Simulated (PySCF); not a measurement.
Simulation results for AlGeH$_{3}$NO

All values are calculated (PySCF 2.14.0). Calculation on a computer-drawn molecule: optimised geometry and harmonic frequencies of an isolated molecule of the commonest isotopes, restricted reference for singlets and unrestricted otherwise, frozen core in MP2; on germanium a core potential holds 10 electrons, which the energies leave out, and 3d is frozen in MP2 and coupled-cluster steps.

## AlGeH$_{3}$NO

Start structure:
```xyz
7
AlGeH3NO
O      0.4737     2.0706    -0.1397
Ge     0.2962     0.6229     0.5262
N     -1.0820    -0.4351    -0.1713
Al    -1.7689    -1.9904     0.0749
H      0.9600    -0.1814     1.6193
H     -1.5081     0.1300    -0.9015
H     -2.3422    -3.3933     0.3408
```

It was run with charge 1, multiplicity 1, method MP2, basis cc-pV(D+d)Z and basis and core potential on germanium cc-pVDZ-PP ECP10MDF.

It finds rotational constants 20.75, 1.554, 1.446 GHz; total energy -666.5787 hartree; convergence status largest gradient component 2.399e-05 hartree/bohr.

Drawn bonds:
| atom | other atom | order |
| --- | --- | --- |
| 1 | 2 | 2 |
| 2 | 3 | 1 |
| 3 | 4 | 1 |
| 2 | 5 | 1 |
| 3 | 6 | 1 |
| 4 | 7 | 1 |

Optimised structure:
```xyz
7
AlGeH3NO
O      0.5402     2.1266    -0.1096
Ge     0.3051     0.6287     0.5313
N     -1.1170    -0.4184    -0.2138
Al    -1.7720    -1.9987     0.0767
H      0.9196    -0.2457     1.6184
H     -1.5562     0.1479    -0.9571
H     -2.2910    -3.4172     0.4027
```

Modes:
| frequency (cm⁻¹) | reduced mass (dalton) |
| --- | --- |
| 79.72 | 4.937 |
| 106.9 | 5.891 |
| 222.7 | 6.904 |
| 387.9 | 1.465 |
| 403 | 1.25 |
| 461.1 | 1.26 |
| 528.5 | 1.066 |
| 533.1 | 4.082 |
| 759.3 | 1.098 |
| 924.2 | 3.673 |
| 1023 | 16.08 |
| 1085 | 1.309 |
| 2116 | 1.05 |
| 2228 | 1.022 |
| 3480 | 1.074 |
